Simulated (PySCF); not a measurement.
Screening by computed properties: pick the candidate that meets the target.

All species are isolated and taken at one optimised geometry, non-relativistic unless stated. Electronic properties by PySCF.

The conformers computed, where there is a choice (atom-mapped SMILES and torsion angles):
- `[NH2:1][CH2:2][c:3]1[cH:4][c:5]2[o:6][cH:7][cH:8][c:9]2[s:10]1`: N1–C2–C3–C4 -89°, H–N1–C2–C3 58°, H–N1–C2–C3 -61°
- `[CH3:1][CH2:2][CH2:3][Si@@H:4]([Cl:5])[CH2:6][C:7]#[N:8]`: C1–C2–C3–Si4 180°, C2–C3–Si4–Cl5 64°, C3–Si4–C6–C7 61°
- `[CH3:1][Si:2]([CH3:3])([CH3:4])[c:5]1[cH:6][cH:7][cH:8][p:9][cH:10]1`: C1–Si2–C5–C6 -60°

(1) Wanted: HOMO energy above -7 eV (PBE0/pcSseg-1) and dipole moment above 1.6 D (PBE0/pcSseg-1), at GFN2-xTB geometries. Which candidate meets both?
A. `N#CCC#C[C@@H]1CC[S@@]1=O`
B. `C[Si](C)(C)C1=CC=CP=C1`
C. `NCc1cc2occc2s1`
D. `C(C#N)[Si@@H](CCC)Cl`

## Answers

(1) A. Computed values:
```csv
species,HOMO energy,dipole moment
C(C#N)[Si@@H](CCC)Cl,-8.63 eV,2.67 D
C[Si](C)(C)C1=CC=CP=C1,-7.08 eV,1.89 D
N#CCC#C[C@@H]1CC[S@@]1=O,-6.81 eV,3.61 D
NCc1cc2occc2s1,-6.07 eV,1.21 D
```
